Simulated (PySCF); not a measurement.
C4H6ClF. Atoms are numbered in the order given.

```xyz
12

F      2.8555     0.0207     0.2676
C      1.5372    -0.1307     0.0827
C      0.9500     0.2390    -1.0565
C     -0.5061     0.0947    -1.3838
C     -1.3686    -0.6552    -0.3880
Cl    -1.5969     0.2471     1.1626
H      1.0394    -0.5578     0.9588
H      1.5914     0.6851    -1.8258
H     -0.5975    -0.4444    -2.3471
H     -0.9505     1.0908    -1.5675
H     -2.3768    -0.8177    -0.7922
H     -0.9329    -1.6310    -0.1254
```
Charge 0, spin multiplicity 1.

Geometry: r2SCAN-D4/def2-SVP. The structure was generated by enumeration; whether it is a known compound was not checked. Other conformers were not sampled.

The numbers are results of PySCF with B3LYP/pcSseg-1, not measurements.

GIAO shieldings, no solvent; atoms listed in one row are averaged. δ = σ(ref) − σ: ¹⁹F against CFCl3 (σ = 161.7 ppm); ¹³C against TMS (σ = 181.3 ppm); ³⁵Cl against HCl (σ = 933.3 ppm); ¹H against TMS (σ = 31.68 ppm), references at their B3LYP-D3(BJ)/def2-TZVP geometries, non-relativistic (without spin–orbit terms, shifts of atoms bonded to Cl or Br come out too high).

Q: Estimate the chemical shifts. (The exact figures need the calculation; the answer reports its results.)

A: 
```json
[
 {"nucleus": "¹⁹F", "atoms": "F1", "count": "1", "δ (ppm)": "-128.6"},
 {"nucleus": "¹³C", "atoms": "C2", "count": "1", "δ (ppm)": "164.8"},
 {"nucleus": "¹³C", "atoms": "C3", "count": "1", "δ (ppm)": "117.0"},
 {"nucleus": "¹³C", "atoms": "C5", "count": "1", "δ (ppm)": "53.0"},
 {"nucleus": "¹³C", "atoms": "C4", "count": "1", "δ (ppm)": "35.3"},
 {"nucleus": "³⁵Cl", "atoms": "Cl6", "count": "1", "δ (ppm)": "112.1"},
 {"nucleus": "¹H", "atoms": "H7", "count": "1", "δ (ppm)": "7.33"},
 {"nucleus": "¹H", "atoms": "H8", "count": "1", "δ (ppm)": "5.71"},
 {"nucleus": "¹H", "atoms": "H11", "count": "1", "δ (ppm)": "4.02"},
 {"nucleus": "¹H", "atoms": "H12", "count": "1", "δ (ppm)": "3.89"},
 {"nucleus": "¹H", "atoms": "H10", "count": "1", "δ (ppm)": "2.84"},
 {"nucleus": "¹H", "atoms": "H9", "count": "1", "δ (ppm)": "2.62"}
]
```
